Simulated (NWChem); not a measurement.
Ionisation of C$_{4}$H$_{4}$N

```xyz
9

C      0.6809     0.0000     0.9823
C      1.0588     0.0000    -0.4259
N      0.0000     0.0000    -1.2431
C     -1.0588     0.0000    -0.4259
C     -0.6809     0.0000     0.9823
H      1.3586     0.0000     1.8350
H      2.0785     0.0000    -0.8220
H     -2.0785     0.0000    -0.8220
H     -1.3586     0.0000     1.8350
```
Charge 0, spin multiplicity 2.

The numbers come from NWChem runs, not from measurements. All single points use one geometry, from UPBE0/def2-SVP, a minimum by its harmonic frequencies.

Basis set: def2-SVPD. The species with one electron less has spin multiplicity 1 and keeps the geometry of the parent. Δ marks differences of total energies (open shells unrestricted). −ε marks an orbital energy of the parent. That orbital need not have the symmetry of the hole or added electron in the Δ rows. That singlet is a closed-shell solution.

B3LYP has NWChem's definition, with VWN1-RPA local correlation. The structure started from a generated list of species. The unpaired electrons of the parent sit in orbitals of symmetry a2 (C2v labels of the run); other states weren't searched. The stability of the SCF solutions was not checked.

Problem. One of these methods gave a first vertical ionisation energy of 6.10 eV. Which?
A) G0W0@PBE
B) −ε(alpha HOMO) of B3LYP
C) ΔPBE0
D) −ε(alpha HOMO) of PBE

Solution. D, −ε(alpha HOMO) of PBE. The others give 9.48 (ΔPBE0), 8.55 (G0W0@PBE), 6.94 (−ε(alpha HOMO) of B3LYP).
